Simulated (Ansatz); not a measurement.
A series at B: from `BrB(Br)Br`, ligands are replaced one by one, each step taking up NH₃ and setting free HBr; n counts the steps. Ansatz, PBE0-D4/def2-TZVP geometries. Each molecule was computed in one conformer, which needn't be the lowest.

```
n     molecule  HOMO energy, ωB97M-V/def2-TZVPP (eV)
0  `BrB(Br)Br`                                -10.50
1   `NB(Br)Br`                                     ?
2    `NB(N)Br`                                 -9.80
3     `NB(N)N`                                 -8.96
```

Question: By hand: fit a straight line y = ȳ + b (n − n̄) to the 3 given rows and predict n = 1.

Answer: n̄ = 1.667, ȳ = -9.753; Σ(n − n̄)(y − ȳ) = 2.287, Σ(n − n̄)² = 4.667, so b = 0.490 eV a step. Prediction: -9.753 + (0.490) × (-0.667) = -10.08 eV.

Question: By hand: compare with the computed value, -10.30 eV, and give the steps along the whole series.

Answer: The line misses by -0.22 eV (computed minus predicted). Steps: 0.20, 0.50, 0.84 eV.

The steps grow at each stage, from 0.20 to 0.84 eV, so the series is curved. The highest orbital can change its character along such a series. The miss is 14.3 % of the series' range.

Spin–orbit coupling is left out; it splits and shifts lone-pair levels of the heavy atoms by tenths of an eV.
